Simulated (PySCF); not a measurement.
Planning an EPR job on `C=C1CC([C]=[N-])(C#N)C1` [radical].

Method: UKS B3LYP, pcH-1 on C H N, non-relativistic, mean-field spin-orbit, GIAO (PySCF 2.14.0). Geometry: GFN2-xTB. Work: unrestricted SCF, g, hyperfine, density and orbital grids written, density fitting. The input is one job of a driver script: a line of settings, then coordinates in Å.

Command:
```bash
OMP_NUM_THREADS=1 python probes_run.py task.json out
```

Input:
```
{"job": {"kind": "epr", "basis": "pcH-1"}, "charge": -1, "multiplicity": 2}
C      2.471045     0.209888     0.159920
C      1.123297     0.096455     0.072126
C      0.162227     0.149757    -1.079760
C     -0.998887    -0.084041    -0.066591
C     -1.751475    -1.302024    -0.264769
N     -2.578874    -2.119953    -0.416152
C     -1.965733     0.986690     0.019498
N     -2.931434     1.652185     0.052036
C      0.044285    -0.130436     1.090759
H      2.978734     0.140181     1.107525
H      3.077303     0.374908    -0.715141
H      0.103107     1.108938    -1.607989
H      0.266795    -0.647370    -1.825700
H     -0.084167     0.664755     1.835029
H      0.079362    -1.091943     1.617296
```

Hardware: one thread, Arm Neoverse V2 (aarch64) (shared host). PySCF's memory limit was set to 1600 MB.

How large is the basis?

285 functions.

How long does the run take?

About 1.7 min. CPU seconds by part: SCF 54, spin–orbit mean field 4.8, g tensor 36, hyperfine 0.2.

How much memory does it need at the peak?

About 1.1 GiB. Peak memory is the resident size of the whole Python process, interpreter and libraries included.

At this speed, how long would 100 such jobs take on 8 cores, one job a core?

100/8 gives 13 rounds of 1.7 min, about 22 min of wall time and 2.8 core-hours, if the jobs don't slow each other.

The host was shared with other jobs, so the times are rough.

The run converged: ⟨S²⟩ 0.752; g_iso 2.0036.
